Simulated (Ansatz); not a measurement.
Ansatz (an electronic-structure program) input:

Ansatz 0.2 input:
```yaml
crystal:
  periodic: [false, false, false]
  atoms:
    - {symbol: B, position_ang: [-0.61802600, 0.41469115, 0.02416884]}
    - {symbol: F, position_ang: [0.52723220, -0.20936331, -0.00695393]}
    - {symbol: H, position_ang: [-1.65495985, -0.18918598, -0.05825890]}
basis:
  gaussian:
    orbitals: def2-TZVPD
hamiltonian:
  xc: {name: B3LYP}
total_charge: 1
```

Q: Which total energy does the run end on?

A: -124.96900 Eh (B3LYP/def2-TZVPD). The basis has 86 functions.

This state (charge 1, singlet) is run at the relaxed geometry of the species with charge 0 and multiplicity 2.
